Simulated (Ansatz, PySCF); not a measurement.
This Ansatz (a program for electronic structure) input computes a CCSD(T)/cc-pVDZ energy:

Ansatz 0.2 input:
```yaml
crystal:
  periodic: [false, false, false]
  atoms:
    - {symbol: B, position_ang: [-0.05817339, -0.01085331, 0.00453354]}
    - {symbol: F, position_ang: [0.58521979, 1.14908035, 0.43422908]}
    - {symbol: F, position_ang: [0.88615226, -0.87456899, -0.54889525]}
    - {symbol: C, position_ang: [-1.47559538, -0.27529930, 0.11499530]}
    - {symbol: H, position_ang: [-2.17040275, 0.43441954, 0.55644009]}
    - {symbol: H, position_ang: [-1.92750653, -1.19895944, -0.23708406]}
basis:
  gaussian:
    orbitals: cc-pVDZ
total_charge: -1
magnetization: {spin_polarized: false}
correlation: {method: ccsd_t, electrons: outside_noble_gas}
```

Task: Write an input for the same energy in PySCF and say what it gives.

Result: 
```python
from pyscf import gto, scf, mp, cc as ccmod

mol = gto.M(
    atom='''
    B    -0.05817339   -0.01085331    0.00453354
    F     0.58521979    1.14908035    0.43422908
    F     0.88615226   -0.87456899   -0.54889525
    C    -1.47559538   -0.27529930    0.11499530
    H    -2.17040275    0.43441954    0.55644009
    H    -1.92750653   -1.19895944   -0.23708406
    ''',
    basis='cc-pvdz',
    charge=-1,
    spin=0,
    verbose=4,
)

mf = scf.RHF(mol)
mf.conv_tol = 1e-10
mf.max_cycle = 100
mf.kernel()
mp2 = mp.MP2(mf, frozen=4).run()
cc = ccmod.CCSD(mf, frozen=4)
cc.max_cycle = 100
cc.kernel()
et = cc.ccsd_t()
print(f'E(CCSD(T)) = {cc.e_tot + et:.9f}')
```
It gives -263.33649 Eh, and Ansatz -263.33648 Eh, a difference of 0.01 mEh.

It need not be the lowest isomer of its formula. Whether it binds its extra electron was not tested at this geometry.
